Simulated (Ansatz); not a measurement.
Relaxation of C$_{2}$H$_{5}$NOSn (10 atoms, charge 0, multiplicity 1), to a largest force component of 0.02 eV/Å in at most 50 steps.

Theory: RKS PBE-D4/def2-SVP (Ansatz 0.2.0).

```xyz
10
Properties=species:S:1:pos:R:3
C 0.918 0.870 -0.110
C 1.139 0.132 0.939
O 0.251 -0.931 1.212
Sn -1.120 -1.003 -0.092
N -0.286 0.603 -0.921
H 1.506 1.767 -0.381
H 2.034 0.327 1.565
H -1.031 -2.388 -1.150
H -2.733 -0.572 0.663
H -0.596 1.144 -1.722
```

Task: Where does it end, and by what steps?

Result: The forces met the threshold. After 13 steps the energy has fallen by 0.677 eV; H10 moved furthest, 0.34 Å.

```json
{"step": "0", "energy less start (eV)": "0.0000", "largest force component (eV/Å)": "4.091", "accepted": "yes"}
{"step": "1", "energy less start (eV)": "-0.5328", "largest force component (eV/Å)": "1.505", "accepted": "yes"}
{"step": "2", "energy less start (eV)": "-0.6237", "largest force component (eV/Å)": "0.386", "accepted": "yes"}
{"step": "3", "energy less start (eV)": "-0.6340", "largest force component (eV/Å)": "0.218", "accepted": "yes"}
{"step": "4", "energy less start (eV)": "-0.6362", "largest force component (eV/Å)": "0.082", "accepted": "yes"}
{"step": "5", "energy less start (eV)": "-0.6369", "largest force component (eV/Å)": "0.065", "accepted": "yes"}
{"step": "6", "energy less start (eV)": "-0.6377", "largest force component (eV/Å)": "0.046", "accepted": "yes"}
{"step": "7", "energy less start (eV)": "-0.6399", "largest force component (eV/Å)": "0.155", "accepted": "yes"}
{"step": "8", "energy less start (eV)": "-0.6486", "largest force component (eV/Å)": "0.656", "accepted": "yes"}
{"step": "9", "energy less start (eV)": "-0.6604", "largest force component (eV/Å)": "0.256", "accepted": "yes"}
{"step": "10", "energy less start (eV)": "-0.6743", "largest force component (eV/Å)": "0.102", "accepted": "yes"}
{"step": "11", "energy less start (eV)": "-0.6757", "largest force component (eV/Å)": "0.163", "accepted": "yes"}
{"step": "12", "energy less start (eV)": "-0.6767", "largest force component (eV/Å)": "0.033", "accepted": "yes"}
{"step": "13", "energy less start (eV)": "-0.6767", "largest force component (eV/Å)": "0.018", "accepted": "yes"}
```

```xyz
10
Properties=species:S:1:pos:R:3
C 0.908 0.896 -0.189
C 1.137 0.138 0.916
O 0.324 -0.916 1.255
Sn -1.178 -0.981 -0.139
N -0.142 0.551 -1.083
H 1.553 1.749 -0.454
H 1.976 0.309 1.609
H -1.089 -2.478 -0.990
H -2.752 -0.674 0.545
H -0.653 1.354 -1.464
```

Whether the end is a true minimum wasn't checked by a vibrational analysis.

Run time: 47 s on 2 threads of AMD EPYC 7B13 (Zen 3), on a shared host, peak memory 0.17 GiB.
